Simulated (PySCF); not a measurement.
Computed Raman spectrum (relative Raman activity) of a molecule C₂H₈AlNO. The structure is a stationary point at PBE-D3(BJ)/def2-SVP. The values are those of a single conformer. Method: PBE-D3(BJ)/def2-SVP (PySCF). Frequencies are harmonic and unscaled.

| ν (cm⁻¹) | relative intensity |
|---|---|
| 550 | 8.1 |
| 834 | 2.3 |
| 1378 | 3.7 |
| 1381 | 4.2 |
| 1418 | 8.0 |
| 1426 | 11 |
| 1436 | 5.3 |
| 2886 | 58 |
| 2954 | 42 |
| 2970 | 100 |
| 3065 | 31 |
| 3075 | 33 |
| 3504 | 59 |
| 3593 | 35 |

Q: Which structure fits?
(A) C[O][Al]([CH3])[NH2]
(B) C[NH][AlH][O]C
(C) C[CH2][Al]([NH2])[OH]
(D) C[NH][Al]([CH3])[OH]

A: A, C[O][Al]([CH3])[NH2]
